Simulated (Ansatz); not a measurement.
Calculated with Ansatz (gas phase, PBE0-D4/def2-TZVP geometries, no zero-point term in ΔE). CCSD(T)/CBS is the MP2 limit (def2-TZVPP, def2-QZVPP) plus CCSD(T) − MP2 in def2-TZVPP, frozen cores. This one scheme is used for every species. DFT in def2-TZVPP. B3LYP here is the variant with VWN-RPA as its local correlation; programs differ in this. Each species was taken in one conformer, which may not be the lowest.

Reaction (ligand exchange at the Si–N bond): `CN[SiH](C)N` + CH₃OH → `CO[SiH](C)N` + CH₃NH₂

```csv
level,ΔE (kcal/mol),difference from CCSD(T)/CBS
PBE-D4,-10.0,0.9
r2SCAN-D4,-11.2,-0.3
PBE0-D4,-10.2,0.7
ωB97M-V,-11.1,-0.2
B2PLYP,-11.6,-0.7
PBE,-10.4,0.5
r2SCAN,-11.3,-0.4
PBE0,-10.5,0.4
B3LYP,-11.7,-0.8
MP2/def2-TZVPP,-10.9,0.0
SCS-MP2/def2-TZVPP,-11.3,-0.4
CCSD/def2-TZVPP,-11.3,-0.4
CCSD(T)/def2-TZVPP,-11.1,-0.2
HF/CBS(def2),-12.9,-2.0
MP2/CBS(def2),-10.7,0.2
CCSD/CBS(def2),-11.1,-0.2
CCSD(T)/CBS,-10.9,0
```

Largest T1 diagnostic among the species: 0.010.

In def2-TZVPP, CCSD(T) changes the Hartree–Fock value by +1.7 kcal/mol (the triples alone add +0.2 kcal/mol) and MP2 by +1.9 kcal/mol.
